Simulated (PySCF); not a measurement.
Species: C8H10Ge.
Atom-mapped SMILES: `[CH:1]#[C:2][Ge@@H:3]1[CH2:4][CH:5]=[CH:6][C@@H:7]1[CH:8]=[CH2:9]` (hydrogens: H10 on C1; H11 on Ge3; H12, H13 on C4; H14 on C5; H15 on C6; H16 on C7; H17 on C8; H18, H19 on C9)

Level of theory: PySCF 2.14.0, PBE0-D3(BJ)/def2-SVP geometry optimisation, gas phase.

Entries marked ? are missing.

| coordinate | value |
| --- | --- |
| C1≡C2 | 1.217 Å |
| C2–Ge3 | ? |
| Ge3–C4 | ? |
| C4–C5 | 1.503 Å |
| C5=C6 | 1.341 Å |
| C6–C7 | 1.511 Å |
| C7–C8 | ? |
| C8=C9 | 1.335 Å |
| Ge3–C7 | 1.988 Å |
| C1–H10 | 1.075 Å |
| Ge3–H11 | 1.538 Å |
| C4–H12 | 1.102 Å |
| C4–H13 | 1.103 Å |
| C5–H14 | 1.096 Å |
| C6–H15 | 1.096 Å |
| C7–H16 | 1.105 Å |
| C8–H17 | 1.097 Å |
| C9–H18 | 1.095 Å |
| C9–H19 | 1.093 Å |
| C1–C2–Ge3 | ? |
| C2–Ge3–C4 | 111.6° |
| C2–Ge3–C7 | ? |
| C4–Ge3–C7 | 94.4° |
| Ge3–C4–C5 | 102.1° |
| C4–C5–C6 | 120.9° |
| C5–C6–C7 | 121.5° |
| C6–C7–C8 | 113.8° |
| Ge3–C7–C6 | 101.0° |
| Ge3–C7–C8 | ? |
| C7–C8–C9 | 125.3° |

Estimate the withheld lengths and angles.

- C2–Ge3 = 1.903 Å, drawn single (ends: alkyne carbon; germanium bonded to 3 C and H); 0.01 Å above the sum of covalent radii, 1.89 Å.
- Ge3–C4 = 1.965 Å, drawn single (ends: germanium bonded to 3 C and H; sp3 carbon bound to germanium); 0.01 Å above the sum of covalent radii, 1.96 Å.
- C7–C8 = 1.494 Å, drawn single (sp3 carbon bound to germanium to alkene CH carbon); equal to the sum of covalent radii, 1.49 Å.
- C1–C2–Ge3 = 178.7°, at the alkyne carbon; the outer atoms are 3.119 Å apart.
- C2–Ge3–C7 = 111.3°, at the germanium bonded to 3 C and H; the outer atoms are 3.212 Å apart.
- Ge3–C7–C8 = 113.8°, at the sp3 carbon bound to germanium; the outer atoms are 2.930 Å apart.

Radii are Cordero's, carbon taken as 0.76, 0.73 or 0.69 Å for four, three, and two or fewer neighbours.

Whether it is a minimum is left open (no frequencies). One conformer, not necessarily the lowest (C6–C7–C8–C9 128°).
